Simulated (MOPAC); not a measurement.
A run for MOPAC: PM7 on NbC, 2S+1 = 2, a spin state set in the input, which need not be the lowest, a point of a bond scan (R = 1.608 Å).

```
PM7 1SCF PRECISE CHARGE=0 UHF MS=0.5 THREADS=1
CNb

Nb     0.00000000 1     0.00000000 1     0.00000000 1
C      0.00000000 1     0.00000000 1     1.60823700 1
```

Program output:

```
*******************************************************************************
 **                                                                           **
 **                              MOPAC v23.2.5                                **
 **                                                                           **
 *******************************************************************************
 ** MOPAC's Digital Object Identifier: https://doi.org/10.5281/zenodo.6511958 **
 **                                                                           **
 ** Please cite the open-source release paper for use of this MOPAC version:  **
 ** J. E. Moussa and J. J. P. Stewart (2026)                                  **
 ** MOPAC: An open-source semiempirical molecular orbital program             **
 ** J. Open Source Softw., 11(119), 8025, https://doi.org/10.21105/joss.08025 **
 *******************************************************************************

                              PM7 CALCULATION RESULTS

 *******************************************************************************
 *  PM7        - The PM7 Hamiltonian to be used
 *  UHF        - UNRESTRICTED HARTREE-FOCK CALCULATION
 *
 *
 *
 *                 CHARGE ON SYSTEM = 0
 *
 *
 *
 *  MS=        - IN MECI, MAGNETIC COMPONENT OF SPIN =  0.5
 *  PRECISE    - TIGHTER CRITERIA TO BE USED
 *  1SCF       - DO 1 SCF AND THEN STOP
 *  THREADS=1  - MULTI-THREADING NOT USED
 *  T=         - A TIME OF 172800.0 SECONDS REQUESTED
 *  DUMP=N     - RESTART FILE WRITTEN EVERY 7200.0 SECONDS REQUESTED
 *******************************************************************************
PM7 1SCF PRECISE CHARGE=0 UHF MS=0.5 THREADS=1
 CNb

   ATOM   CHEMICAL          X               Y               Z
  NUMBER   SYMBOL      (ANGSTROMS)     (ANGSTROMS)     (ANGSTROMS)

     1      Nb          0.00000000  *   0.00000000  *   0.00000000  *
     2       C          0.00000000  *   0.00000000  *   1.60823700  *



          CARTESIAN COORDINATES

    NO.       ATOM           X           Y           Z

     1        Nb          0.0000      0.0000      0.0000
     2         C          0.0000      0.0000      1.6082

 General Reference for PM7:
 "Optimization of Parameters for Semiempirical Methods VI: More Modifications to the
 NDDO Approximations and Re-optimization of Parameters", J. J. P. Stewart, J. Mol. Mod., 1:32, 19 (2013)
 https://link.springer.com/article/10.1007/s00894-012-1667-x

           Empirical Formula: C Nb  =     2 atoms



      MOLECULAR POINT GROUP   :   C*v


          UHF CALCULATION, NO. OF ALPHA ELECTRONS =    5
                           NO. OF BETA  ELECTRONS =    4


 ALL CONVERGERS ARE NOW FORCED ON
 SHIFT=10, PULAY ON, CAMP-KING ON
 AND ITERATION COUNTER RESET



 -------------------------------------------------------------------------------
 PM7 1SCF PRECISE CHARGE=0 UHF MS=0.5 THREADS=1
 CNb



     1SCF WAS SPECIFIED, SO BFGS WAS NOT USED
     SCF FIELD WAS ACHIEVED


                              PM7 CALCULATION
                                                       MOPAC v23.2.5 Linux




          FINAL HEAT OF FORMATION =        125.67775 KCAL/MOL =     525.83571 KJ/MOL


          COSMO AREA              =        138.24 SQUARE ANGSTROMS
          COSMO VOLUME            =        151.15 CUBIC ANGSTROMS

          IONIZATION POTENTIAL    =         10.071579 EV
          ALPHA SOMO LUMO (EV)    =        -10.284  0.242
          BETA  SOMO LUMO (EV)    =        -10.072  0.876
          NO. OF ALPHA ELECTRONS  =          5
          NO. OF BETA  ELECTRONS  =          4
          MOLECULAR WEIGHT        =        104.9174         POINT GROUP:  C*v

          MOLECULAR DIMENSIONS (Angstroms)

            Atom       Atom       Distance
            C     2   Nb     1     1.60824
            C     2   Nb     1     0.00000
           Nb     1    C     2     0.00000


          SCF CALCULATIONS        =          1





   ATOM   CHEMICAL          X               Y               Z
  NUMBER   SYMBOL      (ANGSTROMS)     (ANGSTROMS)     (ANGSTROMS)

     1      Nb          0.00000000  *   0.00000000  *   0.00000000  *
     2       C          0.00000000  *   0.00000000  *   1.60823700  *

                             CARTESIAN COORDINATES

   1   Nb        0.000000000     0.000000000     0.000000000
   2    C        0.000000000     0.000000000     1.608237000


           Empirical Formula: C Nb  =     2 atoms



      MOLECULAR POINT GROUP   :   C*v


          ALPHA EIGENVALUES
 -20.23894 -11.02751 -10.62467 -10.62467 -10.28392   0.24206   0.66478   2.70129
   2.70129   8.19007  13.00300  13.00300  14.00112


           BETA EIGENVALUES
 -20.44029 -11.16598 -10.07158 -10.07158   0.87617   1.40087   1.50975   2.81658
   2.81658   8.25619  15.06537  15.67450  15.67450


              NET ATOMIC CHARGES AND DIPOLE CONTRIBUTIONS

  ATOM NO.   TYPE          CHARGE      No. of ELECS.   s-Pop       p-Pop       d-Pop
    1         Nb           0.051228        4.9488     1.25182     0.00278     3.69418
    2          C          -0.051228        4.0512     1.55138     2.49985
 DIPOLE           X         Y         Z       TOTAL
 POINT-CHG.     0.000     0.000    -0.396     0.396
 HYBRID        -0.000     0.000    -1.309     1.309
 SUM           -0.000     0.000    -1.705     1.705


          ATOMIC ORBITAL ELECTRON POPULATIONS

     Atom    s        px        py        pz      x^2-y^2     xz        z^2       yz        xy
    1 Nb   1.25182   0.00016   0.00016   0.00247   1.00000   1.17754   0.33910   1.17754   0.00000
    2  C   1.55138   0.82231   0.82231   0.85524


                    (SZ)    =    0.500000
                    (S**2)  =    0.833251


          ATOMIC ORBITAL SPIN POPULATIONS

    Atom   Total    s     px     py     pz   x^2-y^2  xz     z^2    yz     xy
         Atomic
    1 Nb  1.4713  0.055 -0.000 -0.000 -0.000  1.000  0.174  0.069  0.174  0.000
    2  C -0.4713 -0.032 -0.173 -0.173 -0.092

 **********************
 *                    *
 * JOB ENDED NORMALLY *
 *                    *
 **********************




 == MOPAC DONE ==
```

The run finished.

Cost: about 0.13 core-seconds (a rough figure).
